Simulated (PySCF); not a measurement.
Cluster models of a semiconductor or oxide, Si6H12, framework changed. Isolated molecules, 0 K electronic values unless said otherwise. One relaxed conformer stands for each flexible species; it need not be the lowest. Strings in code marks are SMILES.

Computed with ωB97X-D3(BJ)/def2-TZVP // PBE0-D3(BJ)/def2-SVP run with PySCF 2.14.0. All candidates: neutral, multiplicity 1. Delta-SCF ions had no search for a lower state. Excitations are Tamm–Dancoff values on a coarser integration grid. The basis has no diffuse functions, so Rydberg states are missing or too high.

```yaml
S1 excitation (TDA): 6.07 eV
HOMO–LUMO gap: 10.68 eV
vertical ionisation energy (Delta-SCF): 9.23 eV
```

Question: Say which member has these values.
A) `[SiH2]1[SiH2][SiH2]S[SiH2][SiH2]1`
B) `[SiH2]1[SiH2][SiH2][GaH][SiH2][SiH2]1`
C) `[SiH2]1[SiH2][SiH2][SnH2][SiH2][SiH2]1`
D) `O1[SiH2][SiH2][SiH2][SiH2][SiH2]1`

Answer: C, `[SiH2]1[SiH2][SiH2][SnH2][SiH2][SiH2]1`. The others give `[SiH2]1[SiH2][SiH2][GaH][SiH2][SiH2]1`: 3.64 eV, 8.64 eV, 8.89 eV; `O1[SiH2][SiH2][SiH2][SiH2][SiH2]1`: 5.95 eV, 10.73 eV, 9.55 eV; `[SiH2]1[SiH2][SiH2]S[SiH2][SiH2]1`: 5.63 eV, 10.33 eV, 8.97 eV
